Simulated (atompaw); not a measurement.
# molybdenum: PAW (atompaw) pseudisation with LDA (PW92), scalar-relativistic reference atom.

atompaw 4.2.0.5 was run on this input:

```
Mo 42
LDA-PW scalarrelativistic loggrid 1500 logderivrange -7 5 301
5 5 4 0 0 0
5 0 1
5 1 0
4 2 5
0 0 0
c
c
c
v
v
c
c
v
v
c
v
2
2.10 1.90 1.50 1.50
n
n
y
0.3
n
bloechl sinc
3 -0.5 troulliermartins
PWSCFOUT
UPFDX 0.0125d0 UPFXMIN -7.d0 UPFZMESH 42.d0
END
```

Command:

```bash
atompaw < Mo.input > Mo.log
```

Output (summary file):

```
Completed calculations for Mo (AE)

 Exchange-correlation type: LDA, Perdew-Wang correlation

 Radial integration grid is logarithmic
 r0 =   2.0453037E-04 h =   8.5902757E-03   n =      1500 rmax =   8.0000000E+01

 Scalar relativistic calculation

 AEatom converged in  31 iterations
   nz     =  42.00
   delta  =       3.832326043253E-15

 All Electron Orbital energies:
  n  l      occupancy      energy
  1  0      2.0000000E+00 -1.4549189E+03
  2  0      2.0000000E+00 -2.0553567E+02
  3  0      2.0000000E+00 -3.4942693E+01
  4  0      2.0000000E+00 -4.7351263E+00
  5  0      1.0000000E+00 -3.1766111E-01
  2  1      6.0000000E+00 -1.8388411E+02
  3  1      6.0000000E+00 -2.7847974E+01
  4  1      6.0000000E+00 -2.8363014E+00
  5  1      0.0000000E+00 -8.5319287E-02
  3  2      1.0000000E+01 -1.6265678E+01
  4  2      5.0000000E+00 -2.8904867E-01

 Total energy
   Total                    :    -8088.83861613943736

 ---
 Completed calculations for Mo (SC)

 Exchange-correlation type: LDA, Perdew-Wang correlation

 Radial integration grid is logarithmic
 r0 =   2.0453037E-04 h =   8.5902757E-03   n =      1500 rmax =   8.0000000E+01

 Scalar relativistic calculation

 SCatom converged in   4 iterations
   nz     =  42.00
   delta  =       3.531076326252E-17

 Valence Electron Orbital energies:
  n  l      occupancy      energy
   4  0      2.0000000E+00 -4.7351263E+00
   5  0      1.0000000E+00 -3.1766111E-01
   4  1      6.0000000E+00 -2.8363014E+00
   5  1      0.0000000E+00 -8.5319287E-02
   4  2      5.0000000E+00 -2.8904867E-01

 Total energy
   Total                    :    -8088.83861614364105
   Valence                  :     -354.59406082735921

 PAW parameters:
       lmax =            2
         rc =    2.1132896227255777
        irc =         1077
   rc_shape =    1.9062767211501774
    rc_vloc =    1.5116269589241862
    rc_core =    1.5116269589241862
   Vloc: Norm-conserving Troullier-Martins with l= 3;e=  -5.0000E-01
   Projector type: Bloechl + Gram-Schmidt ortho.
   Sinc^2 compensation charge shape zeroed at   1.9063E+00

 Number of basis functions     6
 No.   n  nodes  l      Energy         Cp coeff         Occ
  1    4    3    0   -0.4735126E+01 -0.1951526E+02  0.2000000E+01
  2    5    4    0   -0.3176611E+00 -0.2410169E+02  0.1000000E+01
  3    4    2    1   -0.2836301E+01 -0.1239961E+02  0.6000000E+01
  4    5    3    1   -0.8531929E-01 -0.1526183E+02  0.0000000E+00
  5    4    1    2   -0.2890487E+00 -0.5716872E+01  0.5000000E+01
  6  999    2    2    0.3000000E+00  0.2007686E+02  0.0000000E+00

 Eigenvalues of overlap operator (in the basis of projectors):
    1        1.16295648E-02
    2        2.13080596E-02
    3        1.54271920E-01
    4        9.45276948E-01
    5        3.09788525E+00
    6        6.18507686E+00

 Orbital leakage outside PAW augmentation regions
   orb  is_core?  %out_of_sphere
   1 0    T           0.00
   2 0    T           0.00
   3 0    T           0.00
   4 0    F           1.60
   5 0    F          89.57
   2 1    T           0.00
   3 1    T           0.00
   4 1    F           4.58
   5 1    F          97.10
   3 2    T           0.00
   4 2    F          36.22

 Summary of PAW energies
   Total valence energy     :   -354.59405707629514
   Smooth energy            :   -367.33682353239749
   One center               :     12.74276645610237
   Smooth kinetic           :    188.64254783250070
   Vloc energy              :   -497.77453994521937
   Smooth exch-corr         :    -79.59681950757735
   One-center xc            :   -158.81636579306769

  Detected negative values for pseudo core + nhat
    which may cause trouble
  Please try reducing rc_core and or adjusting compensation charge shape
```

The run took about 6.8 s on one core of a shared server CPU.
